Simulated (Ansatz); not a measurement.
Si₅O₁₄H₈⁺, a hydroxylated oxide cluster. Charge 1, multiplicity 2. Geometry PBE-D4/def2-SVP, that of the neutral singlet; atoms count from 1.

```csv
atom,x (Å),y (Å),z (Å)
Si1,-0.907,0.927,-1.575
Si2,-2.102,0.121,0.340
Si3,0.973,1.310,-3.027
Si4,-2.560,-0.878,2.475
Si5,2.025,-0.659,0.789
O6,-1.607,-2.124,2.925
O7,0.763,-1.065,1.829
O8,-3.664,-0.597,3.652
O9,-3.274,-0.932,0.886
O10,3.378,-1.366,1.417
O11,1.682,-1.301,-0.746
O12,-1.568,0.437,1.912
O13,2.192,0.981,0.691
O14,-0.934,-0.538,-0.705
O15,-2.257,1.463,-0.700
O16,-0.678,0.775,-3.218
O17,0.546,1.777,-1.400
O18,2.118,0.156,-3.023
O19,1.405,2.494,-4.072
H20,-0.685,-2.058,2.563
H21,0.256,-0.253,2.063
H22,-4.457,-0.102,3.381
H23,4.206,-1.171,0.949
H24,0.711,-1.461,-0.803
H25,1.664,1.420,-0.020
H26,2.074,-0.459,-2.230
H27,0.700,3.102,-4.353
```

Single mean-field runs in def2-TZVP are fitted with def2-universal-jkfit. In the doublet geometry the species has come apart into loosely held pieces.

Problem. Estimate the Mulliken populations from the PBE0/def2-TZVP orbitals of Ansatz.

Solution. 
```csv
atom,charge (e),spin (α − β)
Si1,0.84,-0.02
Si2,0.85,-0.02
Si3,0.72,-0.02
Si4,0.73,-0.02
Si5,0.74,-0.04
O6,-0.41,0.08
O7,-0.54,0.01
O8,-0.44,0.03
O9,-0.35,0.08
O10,-0.39,0.15
O11,-0.46,0.21
O12,-0.43,0.08
O13,-0.39,0.15
O14,-0.44,0.07
O15,-0.37,0.03
O16,-0.35,0.05
O17,-0.44,0.08
O18,-0.40,0.08
O19,-0.44,0.03
H20,0.37,0.00
H21,0.37,0.00
H22,0.36,0.00
H23,0.36,0.00
H24,0.40,-0.01
H25,0.37,0.00
H26,0.37,0.00
H27,0.36,0.00
```
Mulliken values depend strongly on the basis.

Problem. Where does the spin sit?

Solution. Summed by element: Si -0.13, O 1.15, H -0.02, of 1 unpaired in all. Largest on single atoms: O11 0.21, O13 0.15, O10 0.15.

Problem. And the Mayer bond orders between heavy atoms (over 0.3)?

Solution. Si1–O14 0.99 (1.70 Å); Si1–O15 1.13 (1.70 Å); Si1–O16 1.21 (1.67 Å); Si1–O17 1.05 (1.69 Å); Si2–O9 1.20 (1.67 Å); Si2–O12 1.09 (1.69 Å); Si2–O14 0.99 (1.70 Å); Si2–O15 1.11 (1.70 Å); Si3–O16 0.97 (1.75 Å); Si3–O17 0.89 (1.75 Å); Si3–O18 1.37 (1.63 Å); Si3–O19 1.36 (1.64 Å); Si4–O6 1.35 (1.63 Å); Si4–O8 1.36 (1.64 Å); Si4–O9 0.97 (1.74 Å); Si4–O12 0.91 (1.74 Å); Si5–O7 1.16 (1.68 Å); Si5–O10 1.28 (1.65 Å); Si5–O11 1.02 (1.70 Å); Si5–O13 1.24 (1.65 Å).
